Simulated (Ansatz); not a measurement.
Mulliken charges of `[Br][Ag]` from PBE/def2-TZVPP in Ansatz (PBE0-D4/def2-TZVP geometry).

| atom | x (Å) | y (Å) | z (Å) | charge (e) |
| --- | --- | --- | --- | --- |
| Br1 | 1.040 | -0.393 | 0.519 | -0.361 |
| Ag2 | -1.010 | 0.333 | -0.515 | 0.361 |

By hand: the dipole of these point charges (1 e Å = 4.8032 D).

Σ q r = (-0.740, 0.262, -0.373) e Å, of length 0.869 e Å = 4.17 D.

How does the dipole of the full density compare? (An estimate is asked.)

The calculation gave: (-0.820, 0.291, -0.414) e Å, 4.63 D; the point charges give 0.90 times that, at 0° from its direction.

Point charges leave out the atoms' own dipoles, such as those of lone pairs, and Mulliken's split depends on the basis, so the close match here is no proof of good charges.
